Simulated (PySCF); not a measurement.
Computed IR spectrum (relative IR intensity) of a molecule C4H10BN. The structure is a stationary point at TPSSh-D3(BJ)/def2-SVP. The values are those of a single conformer. These are PySCF 2.14.0 with TPSSh-D3(BJ)/def2-SVP values and carry that method's errors. No scaling factor is applied to the harmonic values.

```tsv
ν (cm⁻¹)	relative intensity
246	3.6
448	5.3
550	100
651	7.1
898	9.5
943	23
1012	2.6
1152	51
1270	17
1340	52
1376	45
1400	4.8
1433	9.2
1457	2.7
1478	5.7
1485	11
1607	96
1679	5.5
3012	29
3079	15
3083	11
3102	35
3105	29
3193	18
3561	11
3663	9.9
```

### Question
Which molecule gave these data?
(A) C=CCB(C)N
(B) C=CB(C)NC
(C) C=CBN(C)C
(D) C=C(C)B(C)N

### Answer
D, C=C(C)B(C)N
